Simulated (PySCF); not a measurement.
CH6GaNO2, singlet, at a GFN2-xTB geometry (such geometries of metal compounds can be far from the true shape); CASSCF(4,6)+NEVPT2/STO-3G (PySCF).

Here is a job for PySCF.
```python
from pyscf import gto, scf, mcscf, mrpt
import numpy

mol = gto.M(
    atom='''
Ga   -0.05753495   -0.00710497    0.36703439
N     0.73593790   -0.62002411   -1.19877660
C     0.30374753   -0.09965595   -2.49372270
H     0.85316417   -1.62864739   -1.24016339
H    -0.55458100   -0.63344400   -2.91224195
H     1.13699984   -0.16887477   -3.19821891
H     0.03470078    0.94907228   -2.37605480
O    -1.08207820    1.40325845    0.33528768
H    -1.37112639    1.74391785    1.18210983
O     0.30719597   -0.62381279    1.96116171
H     0.90943322   -1.33923092    2.14868018
''',
    basis='sto-3g',
    verbose=4,
)

mf = scf.RHF(mol)
mf.kernel()
mc = mcscf.CASSCF(mf, 6, 4)
mc.fix_spin_(ss=0.0)
mc.kernel()
occ = numpy.linalg.eigvalsh(mc.fcisolver.make_rdm1(mc.ci, mc.ncas, mc.nelecas))[::-1]
ss = mc.fcisolver.spin_square(mc.ci, mc.ncas, mc.nelecas)[0]
print('natural occupations', occ.round(4), ' <S^2>', round(ss, 4))
e2 = mrpt.NEVPT(mc).kernel()
print('E(NEVPT2) = %.10f' % (mc.e_tot + e2))
```

What the program printed (banner, timings and long lists left out):

```
PySCF version 2.14.0

[INPUT] verbose = 4
[INPUT] num. atoms = 11
[INPUT] num. electrons = 66
[INPUT] charge = 0
[INPUT] spin (= nelec alpha-beta = 2S) = 0
[INPUT] symmetry False subgroup None
[INPUT] Mole.unit = angstrom
[INPUT] Symbol           X                Y                Z      unit          X                Y                Z       unit  Magmom
[...]
nuclear repulsion = 384.865231582405
number of shells = 26
number of NR pGTOs = 132
number of NR cGTOs = 44
basis = sto-3g
ecp = {}

******** <class 'pyscf.scf.hf.RHF'> ********
method = RHF
initial guess = minao
damping factor = 0
level_shift factor = 0
DIIS = <class 'pyscf.scf.diis.CDIIS'>
diis_start_cycle = 1
diis_space = 8
diis_damp = 0
SCF conv_tol = 1e-09
SCF conv_tol_grad = None
SCF max_cycles = 50
direct_scf = True
direct_scf_tol = 1e-13
Set gradient conv threshold to 3.16228e-05
Initial guess from minao.
init E= -2141.22708859961
[...]
cycle= 1 E= -2143.02580150693  delta_E= -1.8  |g|= 0.686  |ddm|= 3.96
[...]
cycle= 2 E= -2143.23308026302  delta_E= -0.207  |g|= 0.154  |ddm|= 1.32
[...]
cycle= 3 E= -2143.24337064511  delta_E= -0.0103  |g|= 0.0487  |ddm|= 0.311
[...]
cycle= 4 E= -2143.24441789508  delta_E= -0.00105  |g|= 0.0144  |ddm|= 0.0894
[...]
cycle= 5 E= -2143.24458986006  delta_E= -0.000172  |g|= 0.00504  |ddm|= 0.0441
[...]
cycle= 6 E= -2143.24462244847  delta_E= -3.26e-05  |g|= 0.00277  |ddm|= 0.019
[...]
cycle= 7 E= -2143.24463503468  delta_E= -1.26e-05  |g|= 0.000901  |ddm|= 0.0161
[...]
cycle= 8 E= -2143.24463664389  delta_E= -1.61e-06  |g|= 0.000372  |ddm|= 0.00523
[...]
cycle= 9 E= -2143.2446369368  delta_E= -2.93e-07  |g|= 0.000146  |ddm|= 0.00232
[...]
cycle= 10 E= -2143.24463697937  delta_E= -4.26e-08  |g|= 5.2e-05  |ddm|= 0.000886
[...]
cycle= 11 E= -2143.24463698431  delta_E= -4.94e-09  |g|= 1.89e-05  |ddm|= 0.000309
[...]
cycle= 12 E= -2143.24463698486  delta_E= -5.52e-10  |g|= 8.08e-06  |ddm|= 9.11e-05
[...]
Extra cycle  E= -2143.24463698492  delta_E= -5.82e-11  |g|= 4.87e-06  |ddm|= 2.31e-05
converged SCF energy = -2143.24463698492

******** <class 'pyscf.mcscf.mc1step.CASSCF'> ********
CAS (2e+2e, 6o), ncore = 31, nvir = 7
max_cycle_macro = 50
max_cycle_micro = 4
conv_tol = 1e-07
conv_tol_grad = None
orbital rotation max_stepsize = 0.02
orbital rotation threshold for CI restart = 0.01
augmented hessian ah_max_cycle = 30
augmented hessian ah_conv_tol = 1e-12
augmented hessian ah_linear dependence = 1e-14
augmented hessian ah_level shift = 1e-08
augmented hessian ah_start_tol = 2.5
augmented hessian ah_start_cycle = 3
augmented hessian ah_grad_trust_region = 3
kf_trust_region = 3
kf_interval = 4
ci_response_space = 4
ci_grad_trust_region = 3
with_dep4 0
natorb = False
canonicalization = True
sorting_mo_energy = False
ao2mo_level = 2
internal_rotation = False
******** <class 'pyscf.fci.addons.SpinPenaltyFCISolver'> ********
max. cycles = 50
conv_tol = 1e-08
davidson only = True
linear dependence = 1e-12
level shift = 0.001
max iter space = 12
nroots = 1
pspace_size = 400
spin = None
CASCI E = -2143.24810117181  S^2 = 0.0000000
Set conv_tol_grad to 0.000316228
macro iter   1 (  7 JK    2 micro), CASSCF E = -2143.25020735193  dE = -2.10618012e-03  S^2 = 0.0000000
               |grad[o]|=0.0097  |grad[c]|=0.00516  |ddm|=0.0432  |maxRot[o]|=0.0698
macro iter   2 (  7 JK    2 micro), CASSCF E = -2143.25288164447  dE = -2.67429254e-03  S^2 = 0.0000000
               |grad[o]|=0.0119  |grad[c]|=0.00338  |ddm|=0.0457  |maxRot[o]|=0.0698
macro iter   3 (  7 JK    2 micro), CASSCF E = -2143.25556939695  dE = -2.68775247e-03  S^2 = 0.0000000
               |grad[o]|=0.0135  |grad[c]|=0.00298  |ddm|=0.0346  |maxRot[o]|=0.0698
macro iter   4 (  7 JK    2 micro), CASSCF E = -2143.25812041528  dE = -2.55101834e-03  S^2 = 0.0000000
               |grad[o]|=0.014  |grad[c]|=0.00472  |ddm|=0.0259  |maxRot[o]|=0.0698
macro iter   5 ( 17 JK    4 micro), CASSCF E = -2143.26073406603  dE = -2.61365075e-03  S^2 = 0.0000000
[...]
CASSCF energy = -2143.28220545777
CASCI E = -2143.28220545777  E(CI) = -5.18007335221591  S^2 = 0.0000000
[...]
0 Ga 3dz^2       0.09224  -0.26305   0.16598  -0.02376  -0.02901
0 Ga 3dxz       -0.04405   0.16586  -0.10331   0.00998  -0.01068
0 Ga 3dx2-y2    -0.00590   0.05100  -0.02930  -0.00198  -0.01819
1 N 1s           0.00220  -0.00157   0.00483   0.00409   0.00322
1 N 2s           0.27116  -0.22297  -0.33891  -0.27841  -0.25470
1 N 2px         -0.14824   0.46757   0.28274  -0.10451  -0.02456
1 N 2py         -0.66245  -0.25622  -0.05778   0.60256  -0.20829
1 N 2pz          0.11943  -0.48850  -0.37214   0.06609   0.23300
2 C 1s           0.00122  -0.00073   0.00025   0.00010  -0.00260
2 C 2s          -0.06554   0.03654  -0.00601  -0.00929   0.20035
2 C 2px         -0.03790   0.02457  -0.02849  -0.00064   0.14875
2 C 2py          0.03750  -0.02354  -0.02227  -0.01733   0.01386
2 C 2pz         -0.10565   0.05056   0.05661  -0.00235   0.33448
3 H 1s           0.62850   0.17687   0.09665   0.72878   0.07931
4 H 1s          -0.04330   0.01670  -0.01464   0.00783   0.08520
5 H 1s           0.01761  -0.07362   0.00146   0.00964  -0.00032
6 H 1s           0.05121   0.04615  -0.00877  -0.03288  -0.14145
7 O 1s          -0.00014  -0.00022   0.00130  -0.00023   0.00204
7 O 2s           0.00773   0.03542  -0.08862   0.01195  -0.12065
7 O 2px          0.03056   0.02811  -0.03312   0.00617  -0.24040
7 O 2py          0.00618  -0.03972   0.12337  -0.00514   0.00071
7 O 2pz          0.00848  -0.03148   0.01436   0.00047  -0.01975
8 H 1s           0.00111  -0.03955   0.07649  -0.00849   0.04054
9 O 1s          -0.00004   0.00019   0.00067  -0.00011  -0.00088
9 O 2s          -0.00077  -0.01144  -0.03778   0.00679   0.04747
9 O 2px          0.01600   0.01874   0.01727   0.00207  -0.14286
9 O 2py          0.02695  -0.03035   0.04292   0.00331  -0.12989
9 O 2pz          0.03527  -0.10183   0.17946  -0.02203  -0.06997
10 H 1s          0.00036   0.00704   0.00460  -0.00139  -0.00588
               #6
0 Ga 1s          0.00004
0 Ga 2s         -0.00017
0 Ga 3s         -0.00040
0 Ga 4s         -0.03899
0 Ga 2px        -0.00016
0 Ga 2py        -0.00041
0 Ga 2pz         0.00023
0 Ga 3px         0.00468
0 Ga 3py         0.00927
0 Ga 3pz        -0.00348
0 Ga 4px        -0.18654
0 Ga 4py        -0.38921
0 Ga 4pz         0.16256
0 Ga 3dxy        0.02641
0 Ga 3dyz       -0.03512
0 Ga 3dz^2       0.06497
0 Ga 3dxz        0.01789
0 Ga 3dx2-y2     0.00692
1 N 1s           0.00319
1 N 2s          -0.21723
1 N 2px          0.19474
1 N 2py         -0.10621
1 N 2pz          0.47199
2 C 1s          -0.00447
2 C 2s           0.33000
2 C 2px          0.18005
2 C 2py         -0.25734
2 C 2pz          0.42701
3 H 1s          -0.02300
4 H 1s          -0.03460
5 H 1s          -0.08914
6 H 1s           0.05402
7 O 1s          -0.00122
7 O 2s           0.07726
7 O 2px          0.14576
7 O 2py         -0.00737
7 O 2pz         -0.00676
8 H 1s          -0.02201
9 O 1s           0.00115
9 O 2s          -0.06875
9 O 2px          0.08591
9 O 2py          0.06415
9 O 2pz          0.11515
10 H 1s          0.01376
<CAS-nat-orb|mo-hf>  32     17      -0.41769519
<CAS-nat-orb|mo-hf>  32     22       0.46066574
<CAS-nat-orb|mo-hf>  33     23      -0.53558722
<CAS-nat-orb|mo-hf>  34     35       0.72277985
<CAS-nat-orb|mo-hf>  34     37      -0.49727849
<CAS-nat-orb|mo-hf>  35     38       0.64420846
<CAS-nat-orb|mo-hf>  35     42       0.43454570
<CAS-nat-orb|mo-hf>  35     44       0.57047692
<CAS-nat-orb|mo-hf>  36     34       0.66165383
<CAS-nat-orb|mo-hf>  37     34      -0.40101228
<CAS-nat-orb|mo-hf>  37     36      -0.44581219
<CAS-nat-orb|mo-hf>  37     39       0.47845016
<CAS-nat-orb|mo-hf>  37     43       0.44386658
Sr    (-1)',   E = -0.00016967997762
Si    (+1)',   E = -0.01396174694882
Sijrs (0)  ,   E = -0.10234968224977
Sijr  (+1) ,   E = -0.04693333632990
Srsi  (-1) ,   E = -0.00129836440027
Srs   (-2) ,   E = -0.00003145838479
Sij   (+2) ,   E = -0.01932852195877
Sir   (0)' ,   E = -0.01081206669041
Nevpt2 Energy = -0.194884856940360
E(NEVPT2) = -2143.4770903147
```
